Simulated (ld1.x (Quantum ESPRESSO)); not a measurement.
**How hard is this Re (Z = 75) ultrasoft potential?**

- Element: rhenium (Re)
- Generator: ld1.x (Quantum ESPRESSO) 7.5
- Type: ultrasoft
- Functional: BLYP
- Relativity: scalar-relativistic
- Frozen core: [Kr] 4d10 4f14
- Valence charge: 15
- Reference configuration: 5s2 5p6 5d5 6s0 6p0 (charge +2)
- Partial waves: 5s (bound): rcut 1.45, rcutus 1.95 bohr; 6s (bound, empty): rcut 1.45, rcutus 1.95 bohr; 5p (bound): rcut 1.95, rcutus 2.10 bohr; 6p (bound, empty): rcut 1.95, rcutus 2.10 bohr; 5d (bound): rcut 2.65, rcutus 2.85 bohr; 5d channel at -0.05 Ry: rcut 2.65, rcutus 2.85 bohr
- Local potential: all-electron potential smoothed inside 2.15 bohr (lloc = -2)
- Core correction: none
- Augmentation charge: PSQ, inside the norm-conserving radii

The pseudo-atom Hamiltonian at the reference potential is diagonalised in spherical Bessel functions j_l(qr) that vanish at 20 bohr, with q² up to the cutoff. All-electron valence levels (Ry): 5s -7.4835, 6s -1.4855, 5p -4.6710, 6p -0.9971, 5d -1.5698.

Problem. How do the lowest levels (Ry) of each channel move with the cutoff, and are there ghosts?

Solution.

```csv
cutoff (Ry),s #1,s #2,p #1,p #2,d #1,d #2,f #1,Σ f·Δε (mRy)
8,-7.3917,-1.3319,-4.4877,-0.8654,-1.5358,-0.4966,-0.3255,1453.8
10,-7.4482,-1.3655,-4.5892,-0.8871,-1.5642,-0.4978,-0.3259,589.6
15,-7.4807,-1.4200,-4.6643,-0.9211,-1.5695,-0.4979,-0.3263,47.2
18,-7.4828,-1.4561,-4.6692,-0.9350,-1.5697,-0.4979,-0.3263,13.2
25,-7.4831,-1.4817,-4.6704,-0.9820,-1.5698,-0.4979,-0.3263,4.5
30,-7.4834,-1.4850,-4.6708,-0.9951,-1.5698,-0.4979,-0.3263,1.7
40,-7.4835,-1.4853,-4.6709,-0.9963,-1.5698,-0.4979,-0.3263,0.5
45,-7.4835,-1.4854,-4.6710,-0.9968,-1.5698,-0.4979,-0.3263,0.4
400,-7.4836,-1.4856,-4.6710,-0.9972,-1.5698,-0.4979,-0.3263,0.0
```

Result: no extra level below or beside the all-electron valence levels (s, p, d, f tested); 10 mRy is reached at 21 Ry and 1 mRy at 35 Ry.

The cutoffs count occupied waves only; the empty 6p level needs 30 Ry at the loose tolerance. Test run stopped at test 4 of 7 (negative rho), 1 before it not solved.
